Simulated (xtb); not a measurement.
Si(F)(OH)2(OSiH3) (FH5O3Si2), SMILES O[Si](O)(F)O[SiH3]. All values are semi-empirical tight-binding results from xtb (GFN2-xTB unless named), good for trends rather than for accurate numbers. Geometry: GFN2-xTB. Other conformers were not sampled.

Computed properties:
orbital gap: 6.43 eV
dipole moment: 1.16 D
zero-point energy: 37.0 kcal/mol
G − E(el) at 298.15 K (modified RRHO): 15.1 kcal/mol
static polarisability (D4 model): 80.5 bohr³
solvation energy, GFN2-xTB/ALPB(water): -8.3 kcal/mol
solvation energy, GFN2-xTB/ALPB(dmso): -12.5 kcal/mol
